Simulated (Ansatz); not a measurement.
Ansatz (a quantum-chemistry and plane-wave program) input (CCSD(T)/cc-pVDZ):

Ansatz 0.2 input:
```yaml
crystal:
  periodic: [false, false, false]
  atoms:
    - {symbol: C, position_ang: [-1.98109723, -0.73785349, -1.25188305]}
    - {symbol: C, position_ang: [-1.57252228, -0.02283271, -0.01000206]}
    - {symbol: C, position_ang: [-2.22176809, 1.28104148, 0.30426393]}
    - {symbol: C, position_ang: [-0.26139087, -0.35185158, 0.61954890]}
    - {symbol: C, position_ang: [0.94353031, 0.34415780, -0.07238206]}
    - {symbol: C, position_ang: [2.24196346, 0.02357112, 0.59509097]}
    - {symbol: C, position_ang: [3.24580563, -0.64192935, 0.03760171]}
    - {symbol: H, position_ang: [-1.63303858, -1.77324730, -1.25587590]}
    - {symbol: H, position_ang: [-1.56990811, -0.26107202, -2.15703995]}
    - {symbol: H, position_ang: [-3.06753407, -0.73962215, -1.37631747]}
    - {symbol: H, position_ang: [-2.04079688, 1.58502834, 1.33791440]}
    - {symbol: H, position_ang: [-1.84495443, 2.09535808, -0.33651120]}
    - {symbol: H, position_ang: [-3.30241257, 1.24198350, 0.14192032]}
    - {symbol: H, position_ang: [-0.26506125, -0.05592392, 1.67403054]}
    - {symbol: H, position_ang: [-0.08536408, -1.43122220, 0.59067434]}
    - {symbol: H, position_ang: [0.98142140, 0.04589595, -1.12281312]}
    - {symbol: H, position_ang: [0.77506373, 1.42584657, -0.05004952]}
    - {symbol: H, position_ang: [2.33651714, 0.35131205, 1.62805113]}
    - {symbol: H, position_ang: [3.19220065, -0.99081835, -0.98791362]}
    - {symbol: H, position_ang: [4.15674139, -0.85933826, 0.58049988]}
basis:
  gaussian:
    orbitals: cc-pVDZ
magnetization: {spin_polarized: true, initial_magnetization: 1}
correlation: {method: ccsd_t, electrons: outside_noble_gas}
```

Output:

```
Functional definition: HF
integrals: 0.82 GiB planned
1477 factors; integrals over basis functions are off by at most 1.3e-3 eV
0.67 GiB of device memory are held for the factors and their scratch space
mean field: 1.36 GiB planned
mean field evaluation 1: about -7412.8418 eV, gradient 2.6e1 eV
mean field evaluation 2: about -7413.1540 eV, gradient 2.6e1 eV
mean field evaluation 4: about -7417.9156 eV, gradient 3.1e0 eV
mean field evaluation 8: about -7418.0102 eV, gradient 1.7e-1 eV
mean field evaluation 16: about -7417.1039 eV, gradient 8.8e0 eV
mean field evaluation 32: about -7418.0110 eV, gradient 5.0e-3 eV
mean field -7418.01101945 eV, -272.6068768562 hartree, gradient 3.8e-6 eV, S^2 0.767854; 3 other end points of the search recorded, 0 dependent functions left out
7 core orbitals not correlated
reference -7418.01101945 eV, -272.6068768562 hartree; 21, 20 occupied and 135, 136 virtual orbitals, 1477 factors
second order -26.05956219 eV of doubles, -0.00000000 eV of singles
coupled cluster: 6.01 GiB planned
cycle   1  -27.69428229 eV  change    -1.6e0 eV  update   1.1e-1
cycle   2  -28.45392077 eV  change   -7.6e-1 eV  update   3.4e-2
cycle   3  -28.58719545 eV  change   -1.3e-1 eV  update   1.5e-2
cycle   4  -28.59104293 eV  change   -3.8e-3 eV  update   5.5e-3
cycle   5  -28.59050397 eV  change    5.4e-4 eV  update   2.6e-3
cycle   6  -28.59046026 eV  change    4.4e-5 eV  update   1.2e-3
cycle   7  -28.59035432 eV  change    1.1e-4 eV  update   5.7e-4
cycle   8  -28.59045631 eV  change   -1.0e-4 eV  update   2.6e-4
cycle   9  -28.59046027 eV  change   -4.0e-6 eV  update   9.1e-5
cycle  10  -28.59041758 eV  change    4.3e-5 eV  update   4.1e-5
perturbative correction -0.91955339 eV, -0.0337929638 hartree
Total energy: -7447.52099042 eV, -273.6913482868 hartree
```

It need not be the lowest isomer of its formula.
